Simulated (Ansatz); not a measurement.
`[Cl][In]([Cl])[I]`. Charge 0, multiplicity 1. In, I: def2 effective core potential.

```json
{"atom": "Cl1", "x (Å)": "-2.2845", "y (Å)": "-0.1180", "z (Å)": "0.4421"}
{"atom": "In2", "x (Å)": "-0.0359", "y (Å)": "-0.0099", "z (Å)": "-0.0377"}
{"atom": "Cl3", "x (Å)": "0.5831", "y (Å)": "-0.3480", "z (Å)": "-2.2288"}
{"atom": "I4", "x (Å)": "1.7374", "y (Å)": "0.4759", "z (Å)": "1.8244"}
```

Problem. What are the harmonic wavenumbers in cm⁻¹ at PBE0-D4/def2-TZVP (Ansatz, finite differences of forces, unscaled)? (An estimate is asked.)

Solution. Computed: 65, 89, 89, 208, 367, 389.

Problem. Is this a minimum?

Solution. Yes, all 6 modes are real.

Problem. Give the ideal-gas thermochemistry at 298.15 K and 1 bar (rigid rotor, harmonic oscillator; point group C2v, symmetry number 2).

Solution. Zero-point energy 7.2 kJ/mol; H(298) − E = 26.4 kJ/mol; entropy 369.4 J/(mol·K), of which translation 180.5, rotation 122.7, vibration 66.3; G(298) − E = -83.7 kJ/mol. Modes under 100 cm⁻¹ are hindered rotations or soft bends, so the harmonic entropy is rough.

Problem. And at 400, 500, 600, 800 and 1000 K?

Solution. 
```csv
T (K),H − E (kJ/mol),S (J/mol/K),G − E (kJ/mol)
400,34.5,392.7,-122.6
500,42.6,410.8,-162.8
600,50.7,425.6,-204.7
800,67.1,449.2,-292.3
1000,83.6,467.7,-384.0
```

Problem. Rotational constants (cm⁻¹)?

Solution. 0.06171, 0.02171, 0.01606.
